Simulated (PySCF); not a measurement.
Species: `C[C@@]1(O[SiH3])CCOC1`. The columns A, B, C and D hold Mulliken, IAO, Hirshfeld and ESP-fitted charges (e) of one PBE0/pcSseg-1 density (PySCF), in a shuffled order. Coordinates in Å (GFN2-xTB); the density's dipole moment is (0.38, 0.81, 0.13) D.

```
atom       x       y       z       A       B       C       D
  C1   0.380   1.301  -1.047  -0.182  -0.126  -0.431  -0.546
  C2  -0.016   0.236  -0.029  -0.171  +0.093  +0.221  +0.811
  O3   0.989   0.048   0.922  -0.628  -0.215  -0.643  -0.612
 Si4   2.553  -0.342   0.805  +0.680  +0.375  +0.860  +0.586
  C5  -1.339   0.595   0.689  -0.147  -0.084  -0.294  -0.352
  C6  -2.300  -0.533   0.284  +0.065  +0.001  -0.059  +0.156
  O7  -1.770  -1.086  -0.903  -0.510  -0.155  -0.397  -0.450
  C8  -0.377  -1.096  -0.733  +0.182  -0.011  -0.075  +0.045
  H9   1.285   0.995  -1.568  +0.117  +0.039  +0.135  +0.112
 H10  -0.420   1.433  -1.770  +0.123  +0.048  +0.150  +0.136
 H11   0.572   2.243  -0.539  +0.125  +0.043  +0.146  +0.124
 H12   2.845  -0.526   2.217  -0.109  -0.077  -0.129  -0.099
 H13   3.347   0.732   0.200  -0.119  -0.085  -0.158  -0.124
 H14   2.760  -1.555   0.007  -0.120  -0.084  -0.159  -0.151
 H15  -1.179   0.627   1.764  +0.138  +0.043  +0.158  +0.089
 H16  -1.707   1.565   0.358  +0.122  +0.041  +0.137  +0.085
 H17  -3.311  -0.189   0.066  +0.118  +0.047  +0.151  +0.067
 H18  -2.338  -1.303   1.068  +0.101  +0.033  +0.119  +0.027
 H19   0.088  -1.208  -1.712  +0.113  +0.045  +0.146  +0.050
 H20  -0.067  -1.926  -0.080  +0.103  +0.029  +0.120  +0.045
```

Q: Which column most likely holds the ESP-fitted charges?

A: D. Σ q r misses the density's dipole by 0.04 D (D), 0.41 D (B), 0.77 D (A), 1.19 D (C). Charges fitted to the outside potential are the only set here that is tied to the molecule's multipoles.

Q: And the Hirshfeld charges?

A: B. The mean sizes are 0.084 e (B), 0.199 e (A), 0.233 e (D), 0.234 e (C), and Hirshfeld charges are commonly the smallest of these schemes.

As computed, A = Mulliken, B = Hirshfeld, C = IAO, D = ESP-fitted. Hydrogens on carbon: Mulliken +0.10 to +0.14, Hirshfeld +0.03 to +0.05, IAO +0.12 to +0.16, ESP-fitted +0.03 to +0.14 e.

The Mulliken scheme gives each basis function's population to the atom it is centred on and halves the overlap population of two atoms between them. The IAO scheme counts the electrons in orthogonalised intrinsic atomic orbitals, a minimal basis polarised so that it spans the occupied orbitals exactly.

Isolated species at its GFN2-xTB geometry (one conformer only).

These values come from a run that also computed NMR shieldings. On one thread of an Arm Neoverse N1, no GPU, shared host with 64 logical CPUs at a one-minute load of 60, this took 65 s of wall time and 0.90 GiB of memory at its peak.
